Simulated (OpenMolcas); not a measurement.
**Cr5+, Mo5+, W5+: d down the group**

- Program: OpenMolcas 26.06
- Method: SS-CASPT2, IPEA 0.25 Eh, imaginary shift 0.1 Eh
- Basis: ANO-RCC-VQZP
- Scalar Hamiltonian: DKH2, point nucleus
- Spin-orbit coupling: RASSI with atomic mean-field integrals over the reference wave functions, term energies averaged over their components

Active space for each ion: 1 electron in 5 orbitals (d); closed shells correlated by CASPT2: Cr5+ 3s 3p; Mo5+ 4s 4p; W5+ 5s 5p.

Computed levels in cm-1 above 2D 3/2:

| Level | Cr5+ | Mo5+ | W5+ |
| --- | --- | --- | --- |
| 2D 5/2 | 909 | 2420 | 8630 |
| weight of 2D in the lowest level (%) | 100 | 100 | 100 |

Measured, with the error of the calculation in %. Measured levels: Cr5+ from Sugar and Corliss, J. Phys. Chem. Ref. Data 6, 317 (1977); Mo5+ from Sugar and Musgrove, J. Phys. Chem. Ref. Data 17, 155 (1988); W5+ from the list in J. Phys. B 45, 035002 (2012).

```json
{"Level": "2D 5/2", "Cr5+": "940 (-3.3)", "Mo5+": "2584 (-6.4)", "W5+": "8709 (-1.0)"}
```

The fine-structure level 2D 5/2 changes by a factor of 9.49 from Cr5+ to W5+.

CASPT2 breaks the degeneracy within a term, and the mean is taken; among the terms shown or strongly mixed into the levels shown the widest spread is 17 cm-1 (3d 2D, Cr5+). With one active electron, CASPT2 adds the correlation within the correlated inactive shells and between them and that electron, and leaves the splitting within a term as the reference gives it. Measured partners are found by configuration, term and J. A level has none where our copy of the source lacks it or the pairing is in doubt (some pairs that miss far off the trend of their configuration count as doubtful), and it then counts in no deviation. Only configurations of the active space appear.
